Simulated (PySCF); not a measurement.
C3H10GeNP.
Bonds: N1–Ge2, Ge2–P3, Ge2–C4, C4–C5, C5–C6, Ge2–C6. Hydrogens: H7, H8 on N1; H9, H10 on P3; H11, H12 on C4; H13, H14 on C5; H15, H16 on C6.

Computed by this run: PBE0-D3(BJ)/def2-SVP geometry optimisation, gas phase in PySCF 2.14.0; density fitting, grid level 1; the optimiser is geomeTRIC in internal coordinates, started from a GFN2-xTB structure.

Step 7: E = -70541.8792 eV
```
atom  x, y, z in Å  |  force x, y, z in eV/Å
N1     -0.7998    1.9508    1.1298   -0.037  -0.033   0.000
Ge2     0.0651    0.7081    0.0902    0.015   0.034   0.000
P3      1.7993    1.9161   -0.8712    0.038  -0.013  -0.008
C4      0.3361   -1.0503    0.9441    0.032   0.004  -0.002
C5     -0.4501   -1.7188   -0.2194   -0.010  -0.025   0.003
C6     -0.8989   -0.5363   -1.1222    0.007   0.018  -0.009
H7     -1.6222    1.6102    1.6213    0.007   0.005  -0.001
H8     -1.0349    2.8190    0.6555    0.004  -0.003   0.001
H9      2.3536    0.7715   -1.5250   -0.014   0.009   0.016
H10     2.6496    1.7921    0.2712   -0.011   0.000  -0.015
H11     1.3818   -1.3781    1.0379   -0.009  -0.003   0.018
H12    -0.1390   -1.1498    1.9321   -0.009   0.002  -0.004
H13    -1.3096   -2.3000    0.1514    0.007   0.000  -0.004
H14     0.1840   -2.4286   -0.7736    0.005   0.008  -0.002
H15    -1.9884   -0.3888   -1.1695    0.000  -0.004   0.010
H16    -0.5184   -0.5823   -2.1537   -0.024   0.001  -0.004
```

Step 8: E = -70541.8801 eV
```
atom  x, y, z in Å  |  force x, y, z in eV/Å
N1     -0.7963    1.9636    1.1303   -0.043  -0.032   0.004
Ge2     0.0590    0.7108    0.0958    0.049   0.049  -0.022
P3      1.7996    1.9074   -0.8708    0.027  -0.022  -0.009
C4      0.3268   -1.0465    0.9511    0.009  -0.008   0.019
C5     -0.4346   -1.7177   -0.2276   -0.006  -0.015   0.003
C6     -0.8992   -0.5334   -1.1206   -0.016  -0.003  -0.008
H7     -1.6026    1.6264    1.6499    0.003  -0.001  -0.009
H8     -1.0513    2.8188    0.6428    0.007   0.002   0.010
H9      2.3316    0.7618   -1.5408   -0.009   0.007   0.013
H10     2.6596    1.7605    0.2612   -0.009   0.003  -0.010
H11     1.3694   -1.3741    1.0734   -0.003   0.003   0.006
H12    -0.1728   -1.1460    1.9273   -0.011   0.004  -0.009
H13    -1.2838   -2.3234    0.1271    0.005  -0.003  -0.006
H14     0.2212   -2.4051   -0.7846    0.008   0.011  -0.002
H15    -1.9907   -0.3973   -1.1599    0.003   0.001   0.022
H16    -0.5278   -0.5708   -2.1557   -0.016   0.005  -0.003
```

Step 9: E = -70541.8825 eV
```
atom  x, y, z in Å  |  force x, y, z in eV/Å
N1     -0.7946    1.9826    1.1293   -0.037  -0.019   0.009
Ge2     0.0510    0.7177    0.1033    0.085   0.058  -0.046
P3      1.8066    1.8873   -0.8726   -0.001  -0.028  -0.009
C4      0.3125   -1.0378    0.9618   -0.030  -0.026   0.037
C5     -0.4048   -1.7130   -0.2425   -0.005   0.012   0.010
C6     -0.9027   -0.5265   -1.1158   -0.035  -0.040  -0.009
H7     -1.5749    1.6488    1.6888   -0.008  -0.012  -0.018
H8     -1.0808    2.8185    0.6260    0.011   0.010   0.020
H9      2.2970    0.7342   -1.5602    0.003  -0.001   0.003
H10     2.6778    1.7043    0.2446   -0.003   0.007   0.003
H11     1.3478   -1.3649    1.1338    0.008   0.009  -0.012
H12    -0.2304   -1.1375    1.9151   -0.011   0.008  -0.015
H13    -1.2323   -2.3627    0.0845    0.005  -0.015  -0.010
H14     0.2883   -2.3574   -0.8054    0.015   0.018  -0.003
H15    -1.9973   -0.4103   -1.1322    0.006   0.011   0.042
H16    -0.5551   -0.5485   -2.1594   -0.003   0.007  -0.002
```

Step 10: E = -70541.8859 eV
```
atom  x, y, z in Å  |  force x, y, z in eV/Å
N1     -0.7915    2.0327    1.1234   -0.020   0.015   0.023
Ge2     0.0306    0.7373    0.1205    0.137   0.073  -0.071
P3      1.8304    1.8207   -0.8809   -0.062  -0.031  -0.017
C4      0.2706   -1.0139    0.9889   -0.112  -0.062   0.039
C5     -0.3160   -1.6917   -0.2834   -0.044   0.068   0.041
C6     -0.9178   -0.5097   -1.0977   -0.038  -0.123  -0.012
H7     -1.5008    1.7112    1.7756   -0.038  -0.034  -0.035
H8     -1.1560    2.8192    0.5921    0.021   0.031   0.035
H9      2.2067    0.6477   -1.6035    0.031  -0.019  -0.022
H10     2.7196    1.5448    0.2006    0.015   0.015   0.034
H11     1.2739   -1.3400    1.2949    0.042   0.016  -0.051
H12    -0.3894   -1.1179    1.8662   -0.015   0.017  -0.026
H13    -1.0636   -2.4634   -0.0397    0.005  -0.037  -0.020
H14     0.4760   -2.1978   -0.8564    0.037   0.038  -0.004
H15    -2.0160   -0.4521   -1.0378    0.012   0.031   0.089
H16    -0.6486   -0.4920   -2.1639    0.028   0.004  -0.003
```

**Question.** Estimate the geometry and energy of step 11. (The exact step hangs on the optimiser's Hessian estimate; all steps are aligned on step 10, rigid shifts and turns removed.)

**Answer.** E = -70541.8915 eV, largest force 0.147 eV/Å
```
atom  x, y, z in Å  |  force x, y, z in eV/Å
N1     -0.7967    2.0409    1.1203    0.010   0.021   0.024
Ge2     0.0292    0.7447    0.1216    0.114   0.056  -0.071
P3      1.8441    1.7974   -0.8875   -0.081  -0.020  -0.008
C4      0.2634   -1.0066    0.9914   -0.123  -0.066   0.044
C5     -0.2933   -1.6828   -0.2939   -0.041   0.074   0.035
C6     -0.9262   -0.5049   -1.0892   -0.027  -0.125  -0.016
H7     -1.5000    1.7159    1.7771   -0.040  -0.035  -0.033
H8     -1.1680    2.8250    0.5908    0.022   0.031   0.026
H9      2.1970    0.6115   -1.6004    0.031  -0.023  -0.026
H10     2.7290    1.5119    0.1948    0.017   0.016   0.039
H11     1.2577   -1.3331    1.3251    0.043   0.016  -0.049
H12    -0.4229   -1.1118    1.8483   -0.008   0.018  -0.019
H13    -1.0145   -2.4854   -0.0708    0.011  -0.039  -0.023
H14     0.5208   -2.1474   -0.8714    0.033   0.038  -0.001
H15    -2.0227   -0.4599   -0.9944    0.014   0.037   0.083
H16    -0.6888   -0.4803   -2.1627    0.026   0.001  -0.005
```

The energy changes by -0.0056 eV. The first-order estimate −F·Δx gives -0.0059 eV and the mean of the old and new forces, exact on a quadratic surface, -0.0054 eV. The step makes an angle of 83° with the force vector and moves no atom by more than 0.069 Å.

The cost below is that of the whole optimisation. The run took 2.7 min of wall time on one thread, Arm Neoverse V2 (aarch64) (shared host), and the process peaked at 0.67 GiB of memory.
